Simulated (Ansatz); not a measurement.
Relaxation of C3H5AlGeO (11 atoms, charge 0, multiplicity 1), to a largest force component of 0.015 eV/Å in at most 40 steps.

All numbers below come from RKS BHLYP/def2-SVP in Ansatz 0.2.0.

```xyz
11
Properties=species:S:1:pos:R:3:forces:R:3
O 1.152 -3.066 2.185 -3.15 6.57 -4.85
C 0.698 -2.086 1.472 2.33 -4.93 3.65
C 0.254 -1.109 0.734 1.83 -4.02 3.07
C -0.061 -0.112 0.007 -1.76 1.17 -2.63
Al -1.293 -0.487 -1.550 0.24 0.22 0.15
Ge 0.555 1.659 0.293 0.69 1.60 -0.28
H -1.707 0.722 -2.487 0.03 -0.09 0.13
H -1.756 -1.950 -1.834 -0.02 -0.12 0.05
H 1.012 2.297 -1.092 -0.31 -0.41 0.79
H -0.642 2.470 0.837 0.20 -0.05 -0.08
H 1.734 1.676 1.273 -0.08 0.05 -0.01
```

**Question.** Where does it end, and by what steps?

**Answer.** The forces met the threshold. After 13 steps the energy has fallen by 0.873 eV; H7 moved furthest, 0.37 Å.

| step | energy less start (eV) | largest force component (eV/Å) | accepted |
| --- | --- | --- | --- |
| 0 | 0.0000 | 6.569 | yes |
| 1 | -0.8119 | 1.721 | yes |
| 2 | -0.8542 | 0.824 | yes |
| 3 | -0.8636 | 0.128 | yes |
| 4 | -0.8668 | 0.127 | yes |
| 5 | -0.8691 | 0.132 | yes |
| 6 | -0.8701 | 0.107 | yes |
| 7 | -0.8712 | 0.073 | yes |
| 8 | -0.8719 | 0.058 | yes |
| 9 | -0.8721 | 0.108 | yes |
| 10 | -0.8730 | 0.019 | yes |
| 11 | -0.8731 | 0.033 | yes |
| 12 | -0.8733 | 0.023 | yes |
| 13 | -0.8734 | 0.013 | yes |

```xyz
11
Properties=species:S:1:pos:R:3
O 0.977 -3.017 2.052
C 0.666 -2.105 1.395
C 0.336 -1.089 0.691
C -0.047 -0.087 -0.081
Al -1.310 -0.553 -1.525
Ge 0.612 1.730 0.300
H -2.019 0.602 -2.328
H -1.574 -2.074 -1.813
H 1.224 2.315 -0.980
H -0.576 2.608 0.711
H 1.655 1.685 1.417
```

The run took 94 s on 2 threads of Arm Neoverse V1, on a shared host, peak memory 0.36 GiB.
